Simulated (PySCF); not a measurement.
BH₇Si₂.

```xyz
10

B      0.0000     0.0000    -0.8404
H      0.0000     0.0000    -2.0586
Si    -1.7570    -0.0075     0.1372
H     -2.0991     1.4658     0.2515
H     -1.6785    -0.5498     1.5411
H     -2.8968    -0.6800    -0.5833
Si     1.7570     0.0075     0.1372
H      1.6785     0.5498     1.5411
H      2.8968     0.6800    -0.5833
H      2.0991    -1.4658     0.2515
```

Geometry: PBE-D3(BJ)/def2-SVP.

Calculation: KT2/pcSseg-1 run with PySCF. Non-relativistic, no solvent.

**Question.** Give the absolute GIAO shielding of each atom: isotropic value and principal components (ppm). (The exact figures need the calculation; the answer reports its results.)

**Answer.** 
```tsv
atom	σ(iso)	σ11	σ22	σ33	span
B1	-39.4	-187.2	-81.1	150.0	337.2
H2	17.9	2.1	25.1	26.6	24.5
Si3	452.5	426.4	447.7	483.3	56.9
H4	27.1	24.3	26.1	30.9	6.6
H5	26.9	24.0	26.3	30.5	6.5
H6	27.0	23.9	25.3	31.7	7.8
Si7	452.5	426.4	447.7	483.3	56.9
H8	26.9	24.0	26.3	30.5	6.5
H9	27.0	23.9	25.3	31.7	7.8
H10	27.1	24.3	26.1	30.9	6.6
```
